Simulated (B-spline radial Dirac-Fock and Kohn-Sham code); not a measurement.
# K-shell conversion coefficients of Cr against transition energy

Level of theory: a Dirac-Hartree-Slater potential of the neutral atom with a Latter tail (no hole, which puts coefficients of high multipoles low close above an edge), finite nucleus with surface currents; an atomic code on a B-spline grid. Subshells within 1 keV of threshold and pair formation are left out.

```
energy (keV)        E1        E2        E5        M2        M3        M4
        11.1      21.6       843  2.02e+07       963     39700  1.44e+06
        13.4      12.8       503  1.37e+07       460     18700    696000
        15.3      8.82       338  8.96e+06       274     10700    390000
        15.8      8.05       306  7.97e+06       242      9300    337000
        16.4      7.24       272  6.92e+06       209      7920    284000
          20      4.10       143  2.98e+06      96.5      3310    109000
        21.4      3.37       114  2.18e+06      74.3      2450     78200
        23.1      2.70      87.5  1.50e+06      55.3      1740     53200
        26.2      1.86      56.5    795000      34.1       988     28000
        27.3      1.65      48.8    642000      29.1       820     22600
        32.5     0.984      26.2    251000      15.0       372      9130
          50     0.269      5.32     21100      2.98      53.0       939
          68     0.105      1.65      3320     0.969      13.4       185
         100    0.0319     0.374       310     0.246      2.46      24.7
         120    0.0182     0.185       101     0.131      1.13      9.72
         200   0.00382    0.0260      4.41    0.0238     0.136     0.776
         246   0.00206    0.0119      1.28    0.0123    0.0599     0.292
         258   0.00179   0.00999     0.971    0.0106    0.0498     0.234
         473  0.000333   0.00119    0.0341   0.00174   0.00541    0.0166
         500  0.000289  0.000998    0.0257   0.00149   0.00447    0.0132
         921  7.24e-05  0.000174   0.00164  0.000299  0.000647   0.00136
        1000  6.16e-05  0.000142   0.00120  0.000245  0.000510   0.00103
        1520  2.94e-05  5.60e-05  0.000285  9.36e-05  0.000165  0.000282
        1630  2.63e-05  4.87e-05  0.000230  8.05e-05  0.000138  0.000231
        1640  2.60e-05  4.81e-05  0.000226  7.94e-05  0.000136  0.000227
        1760  2.33e-05  4.19e-05  0.000184  6.84e-05  0.000114  0.000186
        1910  2.06e-05  3.59e-05  0.000146  5.76e-05  9.40e-05  0.000149
        2000  1.92e-05  3.30e-05  0.000128  5.24e-05  8.43e-05  0.000132
        2030  1.88e-05  3.21e-05  0.000123  5.09e-05  8.15e-05  0.000127
```

Q: How fast do they fall between 1910 and 2030 keV?

A: As powers of the energy: E1 E^-1.48, E2 E^-1.84, E5 E^-2.75, M2 E^-2.05, M3 E^-2.35, M4 E^-2.66. Within one type (E or M) the higher multipoles fall faster.

Values without a named source are computed, but for edge energies of neutral atoms, which are taken from tables.
